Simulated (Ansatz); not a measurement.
Reactions of `N[BH][GeH]([OH])[F]`.

Gas-phase electronic energies from Ansatz, PBE0-D4/def2-TZVP geometries. CCSD(T)/CBS adds triple-zeta CCSD(T) − MP2 to the extrapolated MP2 energy (def2 sets, frozen cores). This one scheme is used for every species. Functionals use def2-TZVPP. B3LYP here is the variant with VWN-RPA as its local correlation; programs differ in this. For Ge outer-core shells are correlated without core-valence functions, which leaves a few kJ/mol of doubt a bond. Scalar relativity is left out up to krypton. Each species was taken in one conformer, which may not be the lowest.

| reaction | HF/CBS(def2) (kJ/mol) | MP2/CBS(def2) (kJ/mol) | B3LYP-D4 (kJ/mol) | ωB97M-V (kJ/mol) |
| --- | --- | --- | --- | --- |
| `N[BH][GeH]([OH])[F]` + `NS` → `NBN` + `[OH][GeH]([F])[SH]` | -261 | -252 | -240 | -242 |
| `N[BH][GeH]([OH])[F]` + SiH₄ → `[OH][GeH]([F])[SiH3]` + `BN` | -14 | -4 | -8 | -5 |
| `N[BH][GeH]([OH])[F]` + H₂O → `[OH][GeH]([OH])[F]` + `BN` | -75 | -43 | -43 | -46 |
| `N[BH][GeH]([OH])[F]` → `OB(F)[NH][GeH3]` | -181 | -153 | -153 | -156 |
| `N[BH][GeH]([OH])[F]` → `BN` + `[OH][Ge][F]` | 17 | 38 | 14 | 22 |

Give the CCSD(T)/CBS values in the same order. (Estimate.)

The calculation gave: -241, -4, -40, -153, 35 kJ/mol.

Largest T1 diagnostic: 0.015, for `[OH][Ge][F]`.
